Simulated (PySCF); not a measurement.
## C₆ coefficients of unlike pairs at UHF

Calculated with PySCF 2.14 from the dipole response of each species, C₆(A,B) = (3/π) ∫ α_A(iu) α_B(iu) du, in atomic units, from isotropic polarisabilities. For ions this is the dispersion term alone; charge-induced terms of lower order in 1/R come first.

```csv
species,configuration,basis,relativity,α (bohr³),C₆ (like pair)
B³⁺,1s2 (1S),aug-cc-pVDZ (4s3p2d),none,0.008383,0.0004093
Sc⁺,[Ar] 3d1 4s1 (3D),"aug-cc-pwCVTZ-DK with one added diffuse shell each of s, p, d, f, g type (11s10p8d5f4g)",spin-free X2C,76.34,564.1
S²⁺,[Ne] 3s2 3p2 (3P),aug-cc-pV(5+d)Z (8s7p6d4f3g2h),none,7.509,27.37
```

Estimate C₆ for S²⁺ with B³⁺.

The integral gives 0.06027. The combination rule 2 C_A C_B / (C_A α_B/α_A + C_B α_A/α_B) gives 0.05641 and the geometric mean 0.1058.

No spin-orbit coupling is included.

The other pairs:

```tsv
pair	C₆
S²⁺, Sc⁺	98.79
Sc⁺, B³⁺	0.1574
```
